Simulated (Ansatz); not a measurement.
Basis-set extrapolation for CH6BFOSi (`OBC(F)[SiH3]`) (PBE0-D4/def2-TZVP geometry, frozen core, Ansatz). Multiplicity 1, RHF reference.

```csv
,def2-TZVPP,def2-QZVPP
HF,-529.429358,-529.449330
MP2 correlation,-0.881735,-0.952471
CCSD(T) correlation,-0.956256,not run
```

Energies in hartree. Use E(X) = E(∞) + A·exp(−7.88·√X) for Hartree–Fock and E(X) = E(∞) + B·X^(−2.97) for correlation, with X = 3 and 4, and add CCSD(T) minus MP2 of the smaller set to the MP2 limit.

What is the CCSD(T) energy at the basis-set limit?

HF limit: -529.449330 + (-0.019972) × 0.13774 = -529.45208. MP2 limit: -0.952471 + (-0.070736) × 0.74074 = -1.00487. Higher-order term: -0.956256 − (-0.881735) = -0.07452. Total: -530.53147 hartree, 91.5 kcal/mol below CCSD(T)/def2-TZVPP.
